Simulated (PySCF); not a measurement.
Zn(I)(SeH) (HISeZn), SMILES [Zn]([SeH])[I].

Coordinates come from a r2SCAN-D4/def2-SVP optimisation. The structure was generated by enumeration; whether it is a known compound was not checked. The def2 effective core potentials stand for the cores of I; spin–orbit coupling is left out. The values are those of a single conformer.

Computed with TDDFT-PBE/def2-SVPD run with PySCF 2.14.0.

Vertical excitations.  State labels are in the subgroup Cs.

Computed excitation energies, oscillator strengths and character:
```tsv
state	symmetry	energy (eV)	λ (nm)	f	main pairs
S1	A"	3.93	316	0.007	HOMO→LUMO 100 %
S2	A'	4.51	275	0.014	HOMO−1→LUMO 100 %
S3	A"	4.54	273	0.001	HOMO→LUMO+1 95 %
S4	A"	4.57	271	0.025	HOMO−2→LUMO 95 %
S5	A"	5.16	240	0.000	HOMO−2→LUMO+1 99 %
S6	A'	5.17	240	0.002	HOMO→LUMO+2 80 %, HOMO−3→LUMO 18 %
S7	A'	5.24	236	0.002	HOMO−1→LUMO+1 85 %
S8	A"	5.46	227	0.017	HOMO→LUMO+3 98 %
S9	A"	5.59	222	0.000	HOMO−1→LUMO+2 99 %
S10	A'	5.83	213	0.004	HOMO−2→LUMO+2 66 %, HOMO−1→LUMO+3 20 %
T1	A"	3.64	341	0	HOMO→LUMO 100 %
T2	A'	4.22	294	0	HOMO−1→LUMO 100 %
T3	A"	4.26	291	0	HOMO−2→LUMO 99 %
T4	A"	4.41	281	0	HOMO→LUMO+1 99 %
```
Triplets are in the Tamm–Dancoff approximation, which puts them higher than full response would, so one can lie above its singlet here.
